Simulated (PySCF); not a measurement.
Give a PBE0-D3(BJ)/def2-SVP geometry of `N[SiH2][SiH2][CH][SiH3]` [radical]. (Doublet state.)

```xyz
15
CH10NSi3 angstrom
N     -2.356   -0.737    1.231
Si    -1.571    0.790    0.958
Si    -0.301    0.587   -1.017
C      1.008   -0.692   -0.749
Si     2.703   -0.384   -0.061
H     -2.744   -0.930    2.148
H     -2.958   -1.115    0.508
H     -2.473    1.991    0.833
H     -0.674    1.044    2.127
H     -1.228    0.191   -2.128
H      0.309    1.913   -1.352
H      0.712   -1.741   -0.889
H      2.885   -1.085    1.250
H      3.759   -0.894   -0.993
H      2.919    1.081    0.148
```

Any rigid rotation of these coordinates is as good. Atoms count from 1 in this order. C4 (carbon bonded to 2 Si and H) is planar (angles 125.8°, 116.9° and 116.8°, sum 359.5°, 0.06 Å off the plane of its three neighbours). Si5 (silicon bonded to C and 3 H) is tetrahedral (angles from 107.4° to 110.9°). Si2 (silicon bonded to N, Si and 2 H) is distorted tetrahedral (angles from 106.7° to 116.3°). N1 (nitrogen bonded to Si and 2 H) is pyramidal (angles 118.9°, 118.8° and 110.3°, sum 348.0°, 0.24 Å off the plane of its three neighbours).

Bonds between heavy atoms (Å): N1–Si2 1.738, Si2–Si3 2.357, Si3–C4 1.850, C4–Si5 1.855.

Method: PySCF 2.14.0, PBE0-D3(BJ)/def2-SVP geometry optimisation, gas phase.

Point group: C1 (no symmetry element, even within 0.4 Å). Not checked by PBE0-D3(BJ)/def2-SVP frequencies. ⟨S²⟩ = 0.755 (exact for a doublet: 0.75). Torsions: H–N1–Si2–Si3 164° and -57°, N1–Si2–Si3–C4 -63°, Si2–Si3–C4–Si5 -89°.

One conformer stands for the species.
